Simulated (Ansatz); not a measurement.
Compare A (`O[SiH2]/N=C/F`) with its isomer B (`NC1(F)O[SiH2]1`).

Calculated with Ansatz (gas phase, PBE0-D4/def2-TZVP geometries, no zero-point term in ΔE). CCSD(T)/CBS is the MP2 limit (def2-TZVPP, def2-QZVPP) plus CCSD(T) − MP2 in def2-TZVPP, frozen cores. DFT in def2-TZVPP. B3LYP here is the variant with VWN-RPA as its local correlation; programs differ in this. Each species was taken in one conformer, which may not be the lowest.

A:

Z-matrix (Å, degrees):
```
Si
N 1 1.733
O 1 1.636 2 109.5
H 1 1.483 2 105.8 3 121.3
H 1 1.485 2 112.7 3 -117.0
C 2 1.234 1 126.7 3 122.5
H 3 0.959 1 117.7 2 53.4
F 6 1.336 2 121.4 1 -179.4
H 6 1.095 2 129.6 1 0.6
```

B:

```xyz
9

N    -0.4179    1.2053    0.7831
C     0.3418    0.1588    0.2543
F     1.5449   -0.0287    0.9072
O     0.5691    0.2736   -1.1372
Si   -0.2771   -1.1504   -0.8481
H     0.0640    2.0929    0.6754
H    -0.6318    1.0495    1.7584
H     0.4786   -2.4022   -1.0585
H    -1.6716   -1.1988   -1.3346
```

(1) Which is lower in electronic energy at CCSD(T)/CBS, and by how much? (Estimate.)

(2) Give E(B) − E(A) in kJ/mol with BLYP-D4, B3LYP, B3LYP-D4, ωB97M-V, PBE-D4, CCSD/def2-TZVPP, LDA (SPW92). (An estimate is asked.)

(3) Does the order hold for the free energy at 298.15 K (harmonic terms from PBE0-D4)? (Estimate.)

Largest T1 diagnostic: 0.014.

Answers

(1) Ansatz gave: A, by 197.5 kJ/mol.

(2) The calculation gave: BLYP-D4 197.3, B3LYP 201.9, B3LYP-D4 200.3, ωB97M-V 190.0, PBE-D4 171.6, CCSD/def2-TZVPP 203.3, LDA (SPW92) 150.9. None reverses the order clearly.

(3) The calculation gave: Yes: G(B) − G(A) = +205.7 kJ/mol, for one conformer each.

From BLYP to BHLYP (50 % exact exchange), in def2-TZVPP and without D4, E(B) − E(A) moves by +10.2 kJ/mol. In def2-TZVPP, CCSD(T) changes the Hartree–Fock value by −36.6 kJ/mol (the triples alone add −3.6 kJ/mol) and MP2 by −33.6 kJ/mol.
